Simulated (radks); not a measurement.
The selenium anion Se2-, [Kr], held by a Watson sphere: a shell of charge +2.84 at radius R that stands for the Madelung well of a crystal (potential energy -2.84/R inside, -2.84/r outside, in hartree with lengths in bohr). Calculated with a radial shooting solver on a logarithmic mesh with Libxc functionals: scalar-relativistic Kohn-Sham, LDA (Slater exchange, Perdew-Wang correlation), spin-polarised, spherical densities, finite nucleus; Fermi nuclear charge, rms radius of each element as measured or else 0.836 A^(1/3) + 0.57 fm. Response by self-consistent Sternheimer equations with the Hartree and adiabatic LDA kernel, the relativistic mass of each level held fixed and spin-orbit coupling left out. The sphere does not respond.

R (bohr)  e(3d) (eV)  e(4s) (eV)  e(4p) (eV)  <r> 4p (bohr)  sum of <r^2> (bohr^2)  X-ray form factor at sin(theta)/lambda = 0.2 1/angstrom  alpha (bohr^3)
2.31         -58.956     -25.976     -15.400          2.204                  49.66                                                   27.280           22.59
3.05         -56.725     -22.697     -12.773          2.413                  57.37                                                   26.980           35.75
3.22         -56.310     -22.079     -12.221          2.455                  59.03                                                   26.945           39.57
3.41         -55.869     -21.439     -11.633          2.500                  60.85                                                   26.915           44.23
3.79         -55.047     -20.303     -10.550          2.583                  64.33                                                   26.880           54.82
4.75         -53.285     -18.093      -8.324          2.756                  72.44                                                   26.869           90.37
5.05         -52.817     -17.548      -7.756          2.802                  74.83                                                   26.874           104.6
5.15         -52.669     -17.378      -7.579          2.817                  75.62                                                   26.876           109.7
